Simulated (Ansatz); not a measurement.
**A barrier at the coupled-cluster level**

Start structure (Si2H8SO, closed shell), relaxed at PBE0-D4/def2-TZVP:

```
12
angstrom
Si -0.4774 -0.8466 0.9565
O 1.1814 -0.8319 1.0993
H -0.9248 -1.9937 0.1166
H -1.0823 -1.0377 2.3078
Si -1.1398 1.2062 0.0296
H 1.8105 -0.5243 -1.0615
S 1.3049 -0.3767 -2.2992
H 1.5682 -1.5090 1.6571
H -1.8523 1.0120 -1.2588
H -2.0641 1.8948 0.9747
H 0.0421 2.0840 -0.1784
H 1.6334 0.9230 -2.3438
```

The step: Si₂H₆O ([OH][SiH2][SiH3]) + H₂S → Si₂H₆S ([SiH3][SiH2][SH]) + H₂O; bonds formed: Si1–S7, O2–H6; bonds broken: Si1–O2, H6–S7. Program: Ansatz 0.2.0. Basis: def2-TZVPP and def2-QZVPP. Cores are frozen in the correlated methods. Extrapolation: Hartree–Fock as exp(−7.88 √X), correlation as X^−2.97. Energies below are by CCSD(T) at an estimated basis limit (MP2 extrapolated from triple and quadruple zeta, plus CCSD(T) − MP2 in triple zeta).

What are the electronic barrier and the energy of the step, from the start structure to the end structure? (To be estimated.)

The calculation gives: Barrier 30.39 kcal/mol; step energy 4.34 kcal/mol (uphill); reverse barrier, their difference, 26.05 kcal/mol. Barrier and step energy count from the start structure, the reverse barrier from the end structure.

The saddle point: One imaginary mode of 188i cm⁻¹.
```
  pair  start (Å)  saddle (Å)  end (Å)
Si1–S7       3.74        2.53     2.15
 O2–H6       2.27        1.03     0.96
Si1–O2       1.67        1.87     3.90
 H6–S7       1.35        1.93     2.52
```

Zero-point energy (harmonic, PBE0-D4): ZPE is 45.61 kcal/mol at the start and 47.03 kcal/mol at the saddle, so the barrier goes from 30.39 to 31.82 kcal/mol.

T1 diagnostic: at most 0.013.

Labels in which every atom is bracketed show which atoms are joined, not bond orders.

For scale, one of the runs: CCSD(T)/def2-TZVPP, 269 basis functions, launched by `ansatz run in.yaml --threads 4 --pin off --events-out ev --progress --plain --max-ram 9574MiB`. Time: 2.8 min of wall clock on 4 CPU threads of an Arm Neoverse V1; the host was shared. Peak host memory: 6.3 GiB.
